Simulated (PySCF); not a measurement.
PySCF 2.14 output of an unrestricted wB97M-V calculation on a single atom or ion in x2c-TZVPPall with one added diffuse shell each of s, p, d type (7s6p5d1f, 57 functions), with the spin-free X2C one-electron Hamiltonian (Gaussian nucleus):

```
SCF conv_tol = 1e-09
number electrons alpha = 18  beta = 16
    N. Mardirossian and M. Head-Gordon.,  J. Chem. Phys. 144, 214110 (2016)
cycle= 1 E= -2429.2012230993  delta_E= -0.0112  |g|= 0.0749  |ddm|= 0.149
cycle= 2 E= -2429.20202056327  delta_E= -0.000797  |g|= 0.0476  |ddm|= 0.0601
cycle= 3 E= -2429.20232959861  delta_E= -0.000309  |g|= 0.00559  |ddm|= 0.0199
cycle= 4 E= -2429.20236553492  delta_E= -3.59e-05  |g|= 0.00151  |ddm|= 0.0106
cycle= 5 E= -2429.20236758341  delta_E= -2.05e-06  |g|= 0.000124  |ddm|= 0.00313
cycle= 6 E= -2429.20236759912  delta_E= -1.57e-08  |g|= 1.03e-05  |ddm|= 0.000274
cycle= 7 E= -2429.20236759921  delta_E= -8.91e-11  |g|= 5.38e-07  |ddm|= 2.49e-05
converged SCF energy = -2429.20236759921  <S^2> = 2.0077699  2S+1 = 3.0051755
```

The run itself started from symmetry-adapted Hartree-Fock orbitals and held the occupation by maximum overlap, on a logarithmic radial grid, so the iterations belong to that start.

Problem. Which element, charge and spin multiplicity is this?

Solution. Se (selenium, neutral), multiplicity 3; the state was [Ar] 3d10 4s1 4p5, high-spin 3P determinant (an excited configuration).
